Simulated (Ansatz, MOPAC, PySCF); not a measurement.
Isomers of CH4Si: 1 is C=[SiH2], 2 is C[SiH]; one conformer of each (the lowest of an xTB search), B3LYP-D3(BJ)/def2-TZVP minima.
Isomer 1 (charge 0, multiplicity 1):
```xyz
6

C     -0.92160    -0.03240    -0.03184
Si     0.77723     0.02731     0.02685
H     -1.54092     0.77421     0.33858
H     -1.45585    -0.87954    -0.44211
H      1.62825    -1.06533    -0.47476
H      1.51289     1.17575     0.58327
```
Isomer 2 (charge 0, multiplicity 1):
```csv
atom,x (Å),y (Å),z (Å)
C,-0.5234,-0.0110,0.0884
Si,1.2516,-0.0282,0.7697
H,-0.6834,0.8963,-0.5069
H,-1.2883,-0.0636,0.8631
H,-0.6635,-0.8484,-0.6061
H,1.9070,0.0549,-0.6083
```

No zero-point or thermal terms.

Cores are frozen in the correlated methods. Rows in 3-21G carry no dispersion term and start afresh at each structure. The state that AM1 reach isn't checked.

The values were computed with Ansatz (an electronic-structure program); MOPAC for AM1 (differences of heats of formation); PySCF for 3-21G rows, the dispersion terms. Each number belongs to the level named beside it.

```tsv
level	electronic energy of isomer 2 less that of isomer 1 (kJ/mol)
AM1	99.7
SVWN5/def2-TZVPP	17.1
BLYP/def2-TZVPP	15.0
BLYP-D3(BJ)/def2-TZVPP	15.3
B97M-V/def2-TZVPP	7.2
B3LYP/3-21G	-18.4
B3LYP-D3(BJ)/def2-TZVPP	10.6
CCSD/cc-pV(T+d)Z	___
CCSD(T)/cc-pV(D+d)Z	___
```

Some entries are withheld; supply them.


- CCSD/cc-pV(T+d)Z, electronic energy of isomer 2 less that of isomer 1 (kJ/mol): 0.2
- CCSD(T)/cc-pV(D+d)Z, electronic energy of isomer 2 less that of isomer 1 (kJ/mol): 6.3
